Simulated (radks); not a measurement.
Task: The mean radii <r> (bohr) of the occupied orbitals of an atom or ion are listed with their occupations. Method: Dirac Kohn-Sham, PBEsol, spin-unpolarised, spherical densities, point nucleus; computed with a radial shooting solver on a logarithmic mesh with Libxc functionals.

orbital  occ.      <r>
1s1/2       2  0.03918
2s1/2       2   0.1723
2p1/2       2   0.1475
2p3/2       4   0.1517
3s1/2       2   0.4922
3p1/2       2   0.4916
3p3/2       4   0.5021
3d3/2       4   0.4962
3d5/2       6   0.4999
4s1/2       2    1.352
4p1/2       2    1.526
4p3/2       4    1.558

Name the element and its charge. Open shells, if any, are shared by 2j + 1.

Result: Z = 38, strontium, charge +2: Sr2+ in [Kr]. The 1s radius gives Z: for a bare nucleus <r> = (2 gamma + 1)/(2Z) with gamma = sqrt(1 - (Z/c)^2), 0.03844 bohr for Z = 38, and screening makes it slightly larger (0.03918 here). The occupations add up to 36, and the charge is Z minus that.
